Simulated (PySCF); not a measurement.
Delta-SCF ions had no search for a lower state. Excitations are Tamm–Dancoff values on a coarser integration grid. The basis has no diffuse functions, so Rydberg states are missing or too high.

Z-matrix (Å, degrees):
```
C
C 1 1.3272
O 1 1.3686 2 122.92
H 3 0.9632 1 109.32 2 -0.01
H 2 1.0869 1 118.12 3 0.00
C 2 1.4946 5 116.66 1 179.85
H 6 1.0889 2 111.89 5 178.03
H 6 1.0926 7 107.49 2 122.57
H 6 1.0929 7 107.48 8 114.70
C 1 1.4974 2 126.15 5 179.91
H 10 1.0872 1 109.44 2 179.71
H 10 1.0899 11 108.36 1 121.64
H 10 1.0899 11 108.37 12 116.72
```
Charge 0, multiplicity 1.

Question: What HOMO–LUMO gap, dipole moment, vertical ionisation energy (Delta-SCF), S1–T1 gap (TDA), S1 excitation (TDA), total energy, T1 excitation (TDA) and brightest of the four lowest singlets (TDA) does CAM-B3LYP-D3(BJ)/def2-TZVP in PySCF 2.14.0 give?

Answer: 
```
Item                                               Result
-------------------------------------------  ------------
HOMO–LUMO gap                                     9.38 eV
dipole moment                                   0.174 e·Å
vertical ionisation energy (Delta-SCF)            8.37 eV
S1–T1 gap (TDA)                                   1.73 eV
S1 excitation (TDA)                               5.99 eV
total energy                                 -232.4263 Ha
T1 excitation (TDA)                               4.26 eV
brightest of the four lowest singlets (TDA)       7.19 eV
```
